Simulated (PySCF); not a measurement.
# Core binding energy against partial charge

Species: C₄H₄ClFO.
Z-matrix (Å and degrees, GFN2-xTB geometry), rows numbered from 1:
```
C 
C   1  1.4804
C   2  1.3373  1  125.13
F   3  1.3458  2  121.04  1    -0.08
C   3  1.4644  2  122.35  1   179.84
O   5  1.1927  3  125.60  2     0.01
Cl  5  1.7556  3  113.29  2  -179.94
H   1  1.0864  2  111.36  3     0.04
H   1  1.0896  2  109.62  3  -121.19
H   1  1.0895  2  109.69  3   121.33
H   2  1.0804  1  118.22  3   179.94
```

Binding energies: PySCF, delta-SCF UKS SCAN, pcX-2 on the ionised atom, pcseg-1 elsewhere, spin-free X2C. Charges: PBE0/pcSseg-1 ground-state density, for the ionised atom.

```csv
atom,environment,C 1s (eV),Mulliken (e),IAO (e),Hirshfeld (e),ESP (e)
C2,alkene CH carbon,291.47,-0.245,-0.112,-0.015,+0.033
C1,allylic carbon,291.58,-0.201,-0.430,-0.107,-0.429
C3,vinylic C–F carbon,293.56,+0.270,+0.205,+0.059,+0.091
C5,acyl halide carbon,294.88,+0.247,+0.327,+0.156,+0.338
```

Problem. How well does each charge scheme correlate with the binding energies over these sites?

Solution. Mulliken: r = 0.93, slope 5.5 eV per e; Hirshfeld: r = 0.93, slope 13.7 eV per e; IAO: r = 0.90, slope 4.4 eV per e; ESP: r = 0.79, slope 4.1 eV per e. On 4 points no scheme stands out.

Problem. The point-charge model writes a binding energy as kq + V + constant, with V the potential of the other atoms' charges at the site. What does it give with the Mulliken charges?

Solution. V = Σ 14.40 eV Å × q/r over all other atoms: +3.82 eV at C2, +4.20 eV at C1, -3.36 eV at C3, -3.22 eV at C5. Fitting binding energy − V to q gives k = 20.6 eV per e and leaves an rms residual of 0.72 eV, against 0.51 eV for the fit on q alone. The model has no term for differences in relaxation between sites.

Geometry: GFN2-xTB, one conformer, isolated molecule.
